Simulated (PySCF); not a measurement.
Problem. Give a PBE0-D3(BJ)/def2-SVP geometry of `C=Cc1ccc(Br)cc1` (4-bromostyrene).

Solution. 
```xyz
16
C8H7Br angstrom
C      3.6521    0.5926    0.6174
C      2.7095   -0.3460    0.4718
C      1.2632   -0.1392    0.3362
C      0.4241   -1.2540    0.1935
C     -0.9546   -1.1184    0.0616
C     -1.5152    0.1562    0.0715
Br    -3.3812    0.3605   -0.1059
C     -0.7073    1.2864    0.2116
C      0.6662    1.1323    0.3420
H      3.4190    1.6604    0.6506
H      4.7052    0.3183    0.7097
H      3.0243   -1.3954    0.4481
H      0.8635   -2.2550    0.1857
H     -1.5921   -1.9972   -0.0484
H     -1.1569    2.2808    0.2179
H      1.2855    2.0250    0.4508
```

Orientation and origin are arbitrary. Atoms count from 1 in this order. The 6-membered ring C3–C4–C5–C6–C8–C9 has internal angles of 117.7° to 121.7° (sum 720°, against 720° for a flat polygon); it is planar, 0.00 Å rms from its mean plane, widest ring torsion 0°. The 9 heavy atoms lie in one plane (0.001 Å rms). Of the pairs four or more bonds apart, H10···H16 is among the closest relative to their van der Waals radii: 2.17 Å, 91 % of the sum of Bondi's values. The C–C distances run from 1.338 Å (C1=C2, drawn double) to 1.467 Å (C2–C3, drawn single), a spread of 0.129 Å.

Bonds between heavy atoms (Å): C1=C2 1.338, C2–C3 1.467, C3–C4 1.403, C4–C5 1.392, C5–C6 1.392, C6–Br7 1.886, C6–C8 1.396, C8–C9 1.388, C3–C9 1.405.

Computed with PBE0-D3(BJ)/def2-SVP geometry optimisation, gas phase (PySCF).

Point group: Cs (every atom within 0.08 Å of its image). PBE0-D3(BJ)/def2-SVP frequencies: not computed here. The numbers are those of one conformer (C1–C2–C3–C4 180°).
